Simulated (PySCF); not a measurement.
C3H10ClNSi, SMILES C[C@@H](N)[Si@H](C)Cl.

Geometry: PBE0-D3(BJ)/def2-SVP. The structure was generated by enumeration; whether it is a known compound was not checked. The values are those of a single conformer.

Two levels are set side by side: PBE/def2-TZVP (PySCF) and ωB97X/def2-TZVP (PySCF). Same geometry, gas phase. Differences are taken from unrounded values.

```tsv
quantity	PBE
orbital gap (eV)	5.26
highest occupied level (eV)	-5.57
lowest empty level (eV)	-0.31
dipole moment (D)	3.02
mean polarisability (bohr³)	85.3
```

Problem. These are the PBE values. What does ωB97X give? (Estimate from the structure and the level; the computed values follow.)

Solution. 
```tsv
quantity	ωB97X	PBE minus ωB97X
orbital gap (eV)	11.95	-6.70
highest occupied level (eV)	-9.48	3.91
lowest empty level (eV)	2.48	-2.78
dipole moment (D)	3.19	-0.17
mean polarisability (bohr³)	80.7	4.7
```

PBE's occupied levels lie high since its potential decays too fast outside the molecule; exact exchange lowers them and widens the gap. PBE's more diffuse valence density responds more strongly to a field. Differences between two approximate levels are no errors against the true value.

Rough cost on one machine, each run with all the roots and properties that it gave: ωB97X against PBE within a factor of 2.
